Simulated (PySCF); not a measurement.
Si(OH)(SiH3) (H₄OSi₂), SMILES O[Si][SiH3] (connectivity only; charge and spin as stated), neutral, multiplicity 1. The structure is a stationary point at PBE-D3(BJ)/def2-TZVP. The values are those of a single conformer.

TDA-CAM-B3LYP/def2-SVPD in PySCF 2.14.0 puts the lowest singlet excitations at 2.50, 4.72, 5.76, 5.95, 6.27, 6.44 eV.

What are the lowest excitation roots from PySCF with ADC(2)/aug-cc-pVDZ? (The exact figures need the calculation; the answer reports its results.)

2.53, 4.67, 5.56, 5.83, 5.91, 6.26 eV. S1 differs by 0.03 eV (second minus first; roots are paired by order, and the bases may differ).
